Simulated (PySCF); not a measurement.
PySCF job for Al(F)2(SiH3) (AlF2H3Si), SMILES [F][Al]([F])[SiH3], B3LYP-D3(BJ)/def2-SVP. Coordinates come from a B3LYP-D3(BJ)/def2-SVP optimisation.

```python
import numpy as np
from pyscf import gto, scf, dft, df
from pyscf.hessian import thermo

mol = gto.M(
    atom='''
    Al   -0.42041531    0.23130653   -0.29401959
    F    -1.90030505   -0.49789829   -0.49283882
    F    -0.22564234    1.70742193   -1.03249586
    Si    1.37827213   -0.78070623    0.98560258
    H     1.87970072    0.18366889    2.00906532
    H     2.51010481   -1.12478103    0.07374472
    H     0.91331031   -2.02169807    1.66902072
    ''',
    basis='def2-SVP',
    charge=0,
    spin=0,
    max_memory=1600,
    verbose=3,
)
mf = dft.RKS(mol, xc='b3lyp').density_fit(auxbasis='def2-universal-jkfit')
mf.disp = 'd3bj'
mf.grids.level = 3
mf.conv_tol = 1e-11
mf.max_cycle = 100
mf.kernel()

# [left out here: the lines that compute and print the analytic Hessian (its translational invariance restored by hand, since the grid's response is missing), thermochemistry and intensities]
```

It prints:

```
converged SCF energy = -733.276624995319

WARN: DFTD3 does not support analytical Hessian, using finite difference


WARN: Mole.unit (angstrom) is changed to Bohr

Mode                                 0                   1                   2
Irrep
Freq [cm^-1]                      -11.5897            122.7280            204.9104
Reduced mass [au]                   1.0860              6.6954              6.1632
Force const [Dyne/A]               -0.0001              0.0594              0.1525
Char temp [K]                     -16.6750            176.5783            294.8205
Normal mode                   x     y     z       x     y     z       x     y     z
       0  Al                 0.00 -0.01 -0.01   -0.05 -0.06  0.02    0.05 -0.07 -0.12
       1   F                -0.02  0.02  0.04   -0.09  0.04 -0.06   -0.03  0.04  0.06
       2   F                 0.02 -0.02 -0.03    0.09 -0.06  0.07   -0.03  0.04  0.07
       3  Si                 0.00  0.00 -0.00    0.04  0.06 -0.02   -0.00  0.01  0.02
       4   H                -0.38 -0.18  0.36    0.01  0.16 -0.10   -0.16  0.14 -0.02
       5   H                 0.23  0.51  0.10    0.01  0.12 -0.07    0.12 -0.07  0.20
       6   H                 0.15 -0.29 -0.42    0.20  0.05  0.08   -0.06  0.08  0.11
Mode                                 3                   4                   5
Irrep
Freq [cm^-1]                      225.3696            389.3469            474.5971
Reduced mass [au]                  14.5726             12.1585              1.2433
Force const [Dyne/A]                0.4361              1.0859              0.1650
Char temp [K]                     324.2567            560.1836            682.8395
Normal mode                   x     y     z       x     y     z       x     y     z
       0  Al                 0.02 -0.01  0.03    0.08 -0.05  0.06   -0.02  0.03  0.05
       1   F                -0.03  0.11 -0.08    0.06  0.06 -0.01    0.01 -0.01 -0.01
       2   F                -0.12 -0.03 -0.04   -0.04 -0.07  0.02    0.01 -0.01 -0.01
       3  Si                 0.07 -0.04  0.05   -0.09  0.05 -0.06    0.02 -0.02 -0.05
       4   H                 0.07 -0.04  0.05   -0.09  0.06 -0.07   -0.48  0.28 -0.08
       5   H                 0.06 -0.03  0.04   -0.09  0.06 -0.07    0.39 -0.14  0.47
       6   H                 0.06 -0.04  0.04   -0.07  0.04 -0.05   -0.15  0.17  0.19
Mode                                 6                   7                   8
Irrep
Freq [cm^-1]                      484.9789            799.9521            873.9872
Reduced mass [au]                   1.1814              7.4790              1.2134
Force const [Dyne/A]                0.1637              2.8198              0.5461
Char temp [K]                     697.7766           1150.9530           1257.4730
Normal mode                   x     y     z       x     y     z       x     y     z
       0  Al                 0.01  0.02 -0.00    0.08 -0.05  0.06    0.03 -0.01  0.02
       1   F                 0.02  0.00  0.01   -0.11 -0.05 -0.02   -0.03 -0.01 -0.01
       2   F                -0.01  0.03 -0.02    0.01  0.11 -0.06    0.00  0.03 -0.02
       3  Si                -0.03 -0.05  0.01    0.00 -0.00  0.00   -0.04  0.02 -0.03
       4   H                -0.15  0.34 -0.29   -0.12  0.11 -0.06    0.35 -0.35  0.15
       5   H                -0.05  0.32 -0.16   -0.10  0.06 -0.13    0.27 -0.18  0.41
       6   H                 0.61 -0.11  0.32   -0.16  0.03 -0.07    0.48 -0.06  0.20
Mode                                 9                  10                  11
Irrep
Freq [cm^-1]                      929.5981            940.5328            945.0972
Reduced mass [au]                   1.9061              1.0324              2.0339
Force const [Dyne/A]                0.9705              0.5381              1.0704
Char temp [K]                    1337.4848           1353.2172           1359.7844
Normal mode                   x     y     z       x     y     z       x     y     z
       0  Al                 0.06  0.07 -0.02    0.00 -0.00 -0.00    0.06  0.08 -0.02
       1   F                -0.07 -0.03 -0.01   -0.00 -0.00  0.00   -0.07 -0.04 -0.01
       2   F                -0.01 -0.07  0.04   -0.00 -0.00  0.00   -0.01 -0.07  0.04
       3  Si                -0.01 -0.02  0.01    0.01 -0.01 -0.02    0.01  0.01 -0.00
       4   H                 0.37  0.07 -0.25   -0.11 -0.35  0.36   -0.36 -0.03  0.22
       5   H                 0.23  0.42  0.14   -0.04  0.36 -0.21   -0.23 -0.38 -0.14
       6   H                -0.22  0.05 -0.03   -0.15  0.39  0.60    0.25 -0.06  0.04
Mode                                12                  13                  14
Irrep
Freq [cm^-1]                     2208.2366           2216.3418           2227.4145
Reduced mass [au]                   1.0229              1.0489              1.0486
Force const [Dyne/A]                2.9389              3.0356              3.0652
Char temp [K]                    3177.1608           3188.8225           3204.7535
Normal mode                   x     y     z       x     y     z       x     y     z
       0  Al                -0.00  0.00 -0.00   -0.00  0.00  0.00    0.00  0.00 -0.00
       1   F                 0.00 -0.00  0.00    0.00  0.00  0.00   -0.00 -0.00  0.00
       2   F                 0.00 -0.00  0.00    0.00 -0.00  0.00   -0.00 -0.00 -0.00
       3  Si                 0.02 -0.00 -0.00   -0.01  0.02  0.03    0.02  0.03 -0.01
       4   H                -0.16 -0.33 -0.35   -0.28 -0.52 -0.54   -0.09 -0.16 -0.19
       5   H                -0.60  0.18  0.49    0.42 -0.12 -0.32   -0.13  0.05  0.10
       6   H                 0.11  0.24 -0.13    0.04  0.12 -0.05   -0.29 -0.77  0.42
temperature 298.1500 [K]
pressure 101325.00 [Pa]
Rotational constants [GHz] 6.19868 2.47489 1.80601
Symmetry number 1
Zero-point energy (ZPE) 0.02971 [Eh]   78015.011 [J/mol]
                           tot       elec      trans        rot        vib
Entropy [J/mol/K]       320.748      0.000    165.682    112.353     42.712
Cv [J/mol/K]             75.988      0.000     12.472     12.472     51.045
Cp [J/mol/K]             84.303      0.000     20.786     12.472     51.045
Internal energy [J/mol]                      3718.434   3718.434  85483.886
Internal energy [Eh]   -733.24123  -733.27662
Enthalpy [J/mol]                             6197.391   3718.434  85483.886
Enthalpy [Eh]          -733.24029
Gibbs free energy [J/mol]                  -43200.787 -29779.701  72749.213
Gibbs free energy [Eh] -733.27671
mode   freq/cm-1   IR/(km/mol)
   1      -11.59         0.083
   2      122.73         5.298
   3      204.91        51.800
   4      225.37        38.137
   5      389.35        16.745
   6      474.60         0.071
   7      484.98         5.856
   8      799.95       221.696
   9      873.99        98.912
  10      929.60         5.807
  11      940.53        42.866
  12      945.10       133.139
  13     2208.24        43.654
  14     2216.34        72.884
  15     2227.41        76.385
max |gradient| / (hartree/bohr): 0.00016316333322204655
APT charges: [ 1.323  -0.6221 -0.6235  0.5662 -0.2133 -0.2118 -0.2186]
```

Self-consistency was reached. The end point has an imaginary mode, so it is no minimum.
